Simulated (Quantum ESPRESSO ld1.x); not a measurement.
Results of a calculation; reference values are marked as such.
All-electron atom: the cadmium ion Cd3+ in [Kr] 4d9.

Code: ld1.x of Quantum ESPRESSO 7.5. Model: Dirac Kohn-Sham, LDA (Slater exchange, Perdew-Zunger correlation), spin-unpolarised, spherical densities, point nucleus; open shells fill j = l - 1/2 first.

Energy parts (eV):
part                   energy
total                 -152073
kinetic                159432
electron-nucleus      -367510
Hartree                 60044
exchange-correlation    -4040

Orbitals (lengths in bohr, moments of r in powers of bohr; <r^-3> diverges for s and p1/2; r(90%) holds 90 % of the orbital's charge):
orbital  occ.  eigenvalue (eV)     <r^2>  <r^-3>  r(90%)
1s1/2       2       -26513.545  0.001252       -  0.0546
2s1/2       2        -3966.930   0.02041       -   0.204
2p1/2       2        -3697.637   0.01521       -   0.182
2p3/2       4        -3505.457   0.01653    3747   0.189
3s1/2       2         -768.236    0.1473       -   0.529
3p1/2       2         -660.182    0.1423       -   0.527
3p3/2       4         -625.855    0.1513   680.9   0.543
3d3/2       4         -433.896    0.1320   105.6   0.527
3d5/2       6         -426.912    0.1346   99.08   0.532
4s1/2       2         -141.309    0.8680       -    1.27
4p1/2       2         -106.401    0.9932       -    1.37
4p3/2       4         -100.418     1.058   118.6    1.42
4d3/2       4          -46.489     1.679   12.09    1.85
4d5/2       5          -45.709     1.718   11.23    1.87

The highest occupied level is 4d5/2 at -45.709 eV. Summed over all electrons, <r^2> = 25.92 bohr^2, which gives a Langevin (diamagnetic) susceptibility term of -20.5 x 10^-6 cm^3/mol.
